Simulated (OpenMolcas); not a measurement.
Computed levels of 5d³ in ions with 71 electrons, in cm-1 above ⁴F_3/2.

```yaml
Program: OpenMolcas 26.06
Method: MS-CASPT2, IPEA 0.25 Eh, imaginary shift 0.1 Eh
Basis: ANO-RCC-VTZP
Scalar_Hamiltonian: DKH2, point nucleus
Spin-orbit_coupling: state interaction with AMFI integrals over the reference wave functions, term energies averaged over their components
```

Active space for each ion: 3 electrons in 10 orbitals (5d 6d); closed shells correlated by CASPT2: 5s 5p.

```
    Level   Ta2+    W3+   Re4+   Os5+   Pt7+
   ⁴F_5/2   2600   3690   4950   6530  10470
   ⁴F_7/2   5070   7010   9140  11680  17550
   ⁴P_1/2   9940  18790  14520  17190  22610
   ²G_7/2  12540  16080  19490  23420  32540
   ⁴P_5/2  14500  18150  21560  25640  34440
   ²P_1/2  15030  11780  23950  29350  40770
²D_5/2(1)  18920  24540  29800  35500  47910
  ²H_11/2  19180  23800  28170  33250  44820
   ²F_7/2  24590  30770  36170  41820  54290
```

Task: Estimate ⁴F_7/2, ⁴P_1/2, ²G_7/2 for Ir6+ from its neighbours Os5+ and Pt7+.

Result: ⁴F_7/2 is fine structure, which grows about as the fourth power of a screened charge, so the fourth roots are averaged: ((11680^0.25 + 17550^0.25) / 2)^4 = 14392. The calculation gives 14590, so the estimate is off by -1.4 %.
⁴P_1/2 is another term, which grows about linearly with the charge: (17190 + 22610) / 2 = 19900. The calculation gives 19750, so the estimate is off by +0.8 %.
²G_7/2 is another term, which grows about linearly with the charge: (23420 + 32540) / 2 = 27980. The calculation gives 27840, so the estimate is off by +0.5 %.

Mixed levels, with the weight of the term that names them: Ta2+ ⁴P_1/2 (52 %), Ta2+ ²P_1/2 (52 %), W3+ ⁴P_1/2 (50 %), W3+ ²P_1/2 (50 %), Re4+ ⁴P_1/2 (63 %), Re4+ ²P_1/2 (63 %), Os5+ ⁴P_1/2 (66 %), Os5+ ²P_1/2 (66 %), Ir6+ ⁴P_1/2 (67 %), Ir6+ ²P_1/2 (67 %), Pt7+ ⁴P_1/2 (67 %), Pt7+ ²G_7/2 (73 %), Pt7+ ²P_1/2 (67 %).

CASPT2 breaks the degeneracy within a term, and the mean is taken; among the terms shown or strongly mixed into the levels shown the widest spread is 590 cm-1 (5d³ ⁴F, Ir6+). Over all roots computed the reference weight is 0.90 to 0.96 in W3+; the roots of lowest weight are the least certain, and an intruder state may touch them. Active for correlation alone: 6d; no level in the range computed is led by a configuration that fills it, so any true level of that kind is missing. The CASPT2 spread within a term exceeds the gap to the next term for 5d³ ²P and 5d³ ²G, 5d³ ²G and 5d³ ⁴P, so the order of their levels is uncertain (figures for Ta2+; the like holds for Re4+). Levels of configurations outside the active space are missing.

A number in round brackets counts repeated terms of one configuration in the order of the reference energies.
